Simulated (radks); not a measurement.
Numerical settings for neutral lithium, [He] 2s1. Calculated with a radial shooting solver on a logarithmic mesh with Libxc functionals: non-relativistic Kohn-Sham, PBEsol, spin-polarised, spherical densities, point nucleus; open shells are filled with parallel spins first. The defaults (mesh step 0.008 in ln r, mesh end at 40 bohr or more with all orbitals vanishing there, Anderson mixing 0.5 over 9 steps, residual threshold near 1e-9 with the energy settled to 1e-9 hartree or 1e-11 of itself, here a cap of 57 iterations) give E = -7.3976 hartree and 2s at -3.161 eV in 14 iterations. Times are rough (one thread of a shared host). Changes against that run (0 stands for a change within the tolerance of the run):

mesh step in ln r 0.03: iterations 14; converged yes; E (mhartree) 0; e(2s) (meV) 0; CPU (s) 0.02
mesh step in ln r 0.02: iterations 14; converged yes; E (mhartree) 0; e(2s) (meV) 0; CPU (s) 0.03
mesh step in ln r 0.2: iterations 57; converged no; E (mhartree) -4.63e+04; CPU (s) 0.07
mesh end (bohr) 2: iterations 13; converged level above zero; E (mhartree) +2.23e+03; e(2s) (meV) +6.54e+04; CPU (s) 0.04
mesh end (bohr) 5: iterations 13; converged level above zero; E (mhartree) +87.6; e(2s) (meV) +3.34e+03; CPU (s) 0.04
residual threshold 1e-05: iterations 9; converged yes; E (mhartree) 0; e(2s) (meV) +0.0612; CPU (s) 0.04
residual threshold 0.1: iterations 8; converged yes; E (mhartree) 0; e(2s) (meV) +0.0774; CPU (s) 0.04
mixing 0.2: iterations 16; converged yes; E (mhartree) 0; e(2s) (meV) 0; CPU (s) 0.07
linear mixing, mixing 1: iterations 57; converged no; E (mhartree) 0; e(2s) (meV) 0; CPU (s) 0.14
linear mixing, mixing 0.5: iterations 36; converged yes; E (mhartree) 0; e(2s) (meV) 0; CPU (s) 0.12
mixing history 3: iterations 19; converged yes; E (mhartree) 0; e(2s) (meV) 0; CPU (s) 0.07
iteration cap 3: iterations 3; converged no; E (mhartree) +0.111; e(2s) (meV) +20.3; CPU (s) 0.01

Settled on a wrong energy, with an occupied level pushed above zero by the early mesh end: mesh end (bohr) 2 (+2.23 hartree); mesh end (bohr) 5 (+0.0876 hartree). Apart from these: no run marked as converged misses the energy by more than 1 mhartree. A mesh that ends early acts as a hard wall.
